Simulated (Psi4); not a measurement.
C$_{2}$H$_{3}$O$_{2}$, doublet (typed; the unrestricted solution is spin-contaminated), geometry from GFN2-xTB. Base run: CCSD(T)/STO-3G in Psi4.

Input for Psi4:
```
memory 2 GB

molecule {
0 2
  C    -1.36117832   -0.26974965    0.13237859
  C     0.00579222    0.10746035   -0.00938527
  O     0.41203326    1.24989483   -0.13701374
  O     0.85181276   -0.94705890    0.00975486
  H    -1.62384014   -1.30516767    0.23952430
  H    -2.11821760    0.49114534    0.13041341
  H     1.76360616   -0.63492926   -0.08982650
}

set basis sto-3g
set reference uhf

energy('ccsd(t)')
print_variables()
```

Each row names what was changed in the base input (with any setting that the change needs).

| change | ΔE vs base (kcal/mol) | MP2 correlation (Eh) | basis functions | outcome |
|---|---|---|---|---|
| base | 0.000 | -0.15076 | 23 | converged |
| method = ccsd | 3.05 | -0.15076 | 23 | converged |
| freeze_core = on | 0.560 | -0.14977 | 23 | converged |
| puream = off | 0.000 | -0.15076 | 23 | converged |
| method = mp2 | 38.95 | -0.15074 | 23 | converged |
| method = scs-mp2 | 35.57 | -0.15076 | 23 | converged |
| method = lccd | 10.56 | -0.15076 | 23 | converged |
| cc_type = df | - | - | - | input refused |
| method = mp2.5 | 30.28 | -0.15074 | 23 | converged |
| method = cisd | - | - | - | input refused |

Open shells are given as the SCF converged; they aren't shown to be the lowest states, and a large step between rows can be another state.

- cc_type = df: ended with `psi4.driver.p4util.exceptions.MissingMethodError: Method=ccsd(t) is not available for any derivative level under conditions CC_TYPE=DF, REFERENCE=UHF, FREEZE_CORE=FALSE, QC_MODULE=(auto). See https://psicode.org/psi4manual/master/introduction.html#ss-ccsd-prt-`
- method = cisd: ended with `psi4.driver.p4util.exceptions.MissingMethodError: Method=cisd is not available for any derivative level under conditions CI_TYPE=CONV, REFERENCE=UHF, FREEZE_CORE=FALSE, QC_MODULE=(auto). See https://psicode.org/psi4manual/master/introduction.html#ss-cisd. Or d`
